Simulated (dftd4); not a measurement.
C$_{4}$H$_{9}$LiO (SMILES [Li][O]C(C)(C)C), singlet, at a GFN2-xTB geometry (such geometries of metal compounds can be far from the true shape); D4 for revpbe (dftd4).

The dftd4 input:
```
$ dftd4 mol.xyz --func revpbe --charge 0 --json dftd4.json --noedisp --grad

# file mol.xyz
15

Li     0.95282533     1.83910014     1.90101642
O      0.43255239     0.83489297     0.86300098
C     -0.03502592    -0.06760544    -0.06988148
C      1.00996337    -1.17350099    -0.30087268
C     -1.34138713    -0.70998579     0.42925014
C     -0.30790875     0.64947623    -1.40393297
H      0.65889409    -1.89504914    -1.03388174
H      1.20824296    -1.68396616     0.63909625
H      1.93671757    -0.72571334    -0.65307142
H     -1.15549998    -1.21800808     1.37306708
H     -1.72553327    -1.42501360    -0.29348815
H     -2.08443706     0.06696570     0.59554582
H      0.61189980     1.10687161    -1.76194522
H     -1.04551189     1.43359257    -1.24729881
H     -0.67751677    -0.04642778    -2.15245897
```

The log (banner, timings and long lists left out):

```
                    ____  _____ _____     ____  _  _
      -------------|  _ \|  ___|_   _|---|  _ \| || |------------
     |             | | | | |_    | | ___ | | | | || |_           |
     |             | |_| |  _|   | ||___|| |_| |__   _|          |
     |             |____/|_|     |_|     |____/   |_|            |
     |             ===================================           |
     |            E. Caldeweyher, S. Ehlert & S. Grimme          |
     |          Mulliken Center for Theoretical Chemistry        |
     |                    University of Bonn                     |
      -----------------------------------------------------------

Rational (Becke-Johnson) damping: revpbe-D4-ATM
---------------------
  s6         1.0000
  s8         1.7468
  s9         1.0000
  a1         0.5363
  a2         3.0726
 alp        16.0000
--------------------

Dispersion energy:      -3.9657515819266E-02 Eh

Gradient norm:           4.9032650960125E-03 Eh/a0
--------------------------------------------------
     #    Z           dE/dx      dE/dy      dE/dz
--------------------------------------------------
     1    3 Li    1.496E-04  2.888E-04  2.985E-04
     2    8 O     6.242E-04  1.205E-03  1.245E-03
     3    6 C     4.232E-04  8.168E-04  8.443E-04
     4    6 C     1.567E-03 -1.473E-03 -2.088E-04
     5    6 C    -1.819E-03 -8.053E-04  8.427E-04
     6    6 C    -3.309E-04  1.153E-03 -1.797E-03
     7    1 H     4.634E-04 -6.097E-04 -1.909E-04
     8    1 H     5.076E-04 -4.934E-04  5.085E-05
     9    1 H     5.864E-04 -3.897E-04 -8.900E-05
    10    1 H    -5.301E-04 -2.888E-04  3.731E-04
    11    1 H    -6.691E-04 -3.865E-04  1.607E-04
    12    1 H    -6.307E-04 -1.498E-04  2.889E-04
    13    1 H     4.803E-06  4.148E-04 -5.758E-04
    14    1 H    -1.746E-04  4.502E-04 -5.201E-04
    15    1 H    -1.714E-04  2.683E-04 -7.222E-04
--------------------------------------------------

Virial:
--------------------------------------------------
      component           x          y          z
--------------------------------------------------
          x       1.882E-02 -1.574E-03 -1.627E-03
          y      -1.574E-03  1.660E-02 -3.140E-03
          z      -1.627E-03 -3.140E-03  1.639E-02
--------------------------------------------------

[Info] Dispersion results written to 'dftd4.txt'
[Info] JSON dump of results written to 'dftd4.json'
```
